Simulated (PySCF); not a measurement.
From one molecule to another.

First species: C6H8F (charge +1).
InChI=1S/C6H8F/c1-3-6(2)4-5-7/h1H,4-5H2,2H3/q+1

Second species: H7NOSi2.
SMILES: `N[SiH2][SiH2]O`

Levels: B3LYP/def2-SVPD for HOMO energy, LUMO energy, HOMO–LUMO gap, static isotropic polarisability and electronic spatial extent ⟨r²⟩ about the centre of nuclear charge; TDDFT B3LYP/def2-SVPD for lowest singlet excitation; TDA B3LYP/def2-SVPD for lowest triplet excitation (Tamm–Dancoff); ΔSCF B3LYP/def2-SVPD for vertical ionisation energy; PBE0-D3(BJ)/def2-SVP for rotational constant A and rotational constant C. Geometries: PBE0-D3(BJ)/def2-SVP. Each structure is a single optimised conformer of the isolated species, non-relativistic unless stated. Electronic properties by PySCF.

Dipoles, sizes and rotational constants follow the conformer. The torsions of the flexible species, by atom-mapped SMILES:
- `[CH:1]#[C:2][C+:3]([CH3:4])[CH2:5][CH2:6][F:7]`: C2–C3–C5–C6 91°, C3–C5–C6–F7 60°
- `[NH2:1][SiH2:2][SiH2:3][OH:4]`: N1–Si2–Si3–O4 167°, H–N1–Si2–Si3 -51°, H–N1–Si2–Si3 169°, H–O4–Si3–Si2 -47°

```json
{"property": "HOMO energy", "column X": "-7.11 eV", "column Y": "-13.71 eV"}
{"property": "LUMO energy", "column X": "-0.80 eV", "column Y": "-9.32 eV"}
{"property": "HOMO–LUMO gap", "column X": "6.31 eV", "column Y": "4.39 eV"}
{"property": "lowest singlet excitation", "column X": "5.29 eV", "column Y": "2.92 eV"}
{"property": "lowest triplet excitation (Tamm–Dancoff)", "column X": "4.95 eV", "column Y": "2.58 eV"}
{"property": "static isotropic polarisability", "column X": "71.0 au", "column Y": "72.9 au"}
{"property": "vertical ionisation energy", "column X": "9.26 eV", "column Y": "15.91 eV"}
{"property": "electronic spatial extent ⟨r²⟩ about the centre of nuclear charge", "column X": "689 bohr²", "column Y": "831 bohr²"}
{"property": "rotational constant A", "column X": "10.813 GHz", "column Y": "4.338 GHz"}
{"property": "rotational constant C", "column X": "1.790 GHz", "column Y": "1.450 GHz"}
```

Q: Which column belongs to which species?

A: Column X is the second species and column Y the first. The first has 15 atoms and 52 electrons, the second 11 and 50; their charges are +1 and 0, their HOMO energies -13.71 eV and -7.11 eV.

Q: How does each property change from the first species to the second?

A: HOMO energy +6.60 eV; LUMO energy +8.52 eV; HOMO–LUMO gap +1.92 eV; lowest singlet excitation +2.37 eV; lowest triplet excitation (Tamm–Dancoff) +2.37 eV; static isotropic polarisability -1.9 au; vertical ionisation energy -6.65 eV; electronic spatial extent ⟨r²⟩ about the centre of nuclear charge -142 bohr²; rotational constant A +6.475 GHz; rotational constant C +0.340 GHz.

On the first: 1 of the 10 computed singlets lies in the visible range (750 to 380 nm, 1.65 to 3.26 eV), with an oscillator strength of 0.001. The vertical singlet–triplet gap S1 − T1 is 0.34 eV (TDDFT singlet less Tamm–Dancoff triplet; S1: HOMO→LUMO, weight 0.95; T1: HOMO→LUMO, weight 0.96).

On the second: The polarisability is 10.52 Å³ as a volume (1 au = 0.148185 Å³), or 1.42 au for each of the 50 electrons. No computed singlet falls in the visible range (750 to 380 nm, 1.65 to 3.26 eV); S1 lies 2.03 eV above its blue end.
